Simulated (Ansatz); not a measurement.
Reaction (redistribution): `C/[C]([AlH2])=C\F` + `CO[SiH2][SiH3]` → `CO[SiH2][AlH2]` + `C/C([SiH3])=C\F`

Calculated with Ansatz (gas phase, PBE0-D4/def2-TZVP geometries, no zero-point term in ΔE). CCSD(T)/CBS adds triple-zeta CCSD(T) − MP2 to the extrapolated MP2 energy (def2 sets, frozen cores). Double bonds are as drawn, so ΔE can hold a change between cis and trans. One conformer a species, not always the lowest.

`C/[C]([AlH2])=C\F`:

```xyz
11

C     1.393   -0.442   -0.248
C     0.022    0.061    0.102
Al   -1.594   -0.263   -0.916
C    -0.196    0.800    1.187
F     0.771    1.156    2.049
H     1.404   -1.534   -0.306
H     2.148   -0.134    0.477
H     1.701   -0.081   -1.233
H    -1.549   -1.124   -2.248
H    -2.945    0.363   -0.367
H    -1.156    1.198    1.503
```

`CO[SiH2][SiH3]`:

Cartesian coordinates in Å:
```
C 0.184 -0.811 2.135
O 0.113 0.073 1.039
Si -0.077 -0.460 -0.508
Si -0.126 1.431 -1.882
H 0.311 -0.220 3.043
H 1.036 -1.495 2.043
H -0.732 -1.405 2.230
H 1.042 -1.375 -0.887
H -1.337 -1.253 -0.636
H -0.296 1.001 -3.297
H 1.144 2.196 -1.766
H -1.261 2.318 -1.514
```

`CO[SiH2][AlH2]`:

Z-matrix (Å, degrees):
```
C
O 1 1.409
H 1 1.092 2 108.4
H 1 1.097 2 111.4 3 -119.4
H 1 1.097 2 111.4 3 119.4
Si 2 1.654 1 121.6 3 -179.6
Al 6 2.459 2 108.9 1 179.9
H 6 1.500 2 109.6 1 -57.1
H 6 1.500 2 109.5 1 56.9
H 7 1.588 6 122.1 2 -0.1
H 7 1.591 6 118.8 2 180.0
```

`C/C([SiH3])=C\F`:

Cartesian coordinates in Å:
```
C 1.312 -0.635 -0.439
C 0.019 0.099 -0.245
Si -0.905 -0.041 1.364
C -0.518 0.864 -1.184
F 0.049 1.045 -2.386
H 1.737 -0.454 -1.427
H 1.167 -1.713 -0.320
H 2.047 -0.331 0.312
H -1.262 -1.460 1.634
H -0.055 0.432 2.490
H -2.144 0.779 1.300
H -1.448 1.416 -1.099
```

```tsv
species	CCSD(T)/CBS(def2) energy (Eh)
`C/[C]([AlH2])=C\F`	-459.53430
`CO[SiH2][SiH3]`	-696.20864
`CO[SiH2][AlH2]`	-648.52635
`C/C([SiH3])=C\F`	-507.21083
```

(1) Work out ΔE.

Largest T1 diagnostic among the species: 0.012.

## Answers

(1) ΔE = (-648.52635) + (-507.21083) − (-459.53430) − (-696.20864) = 0.00576 Eh = +3.6 kcal/mol.
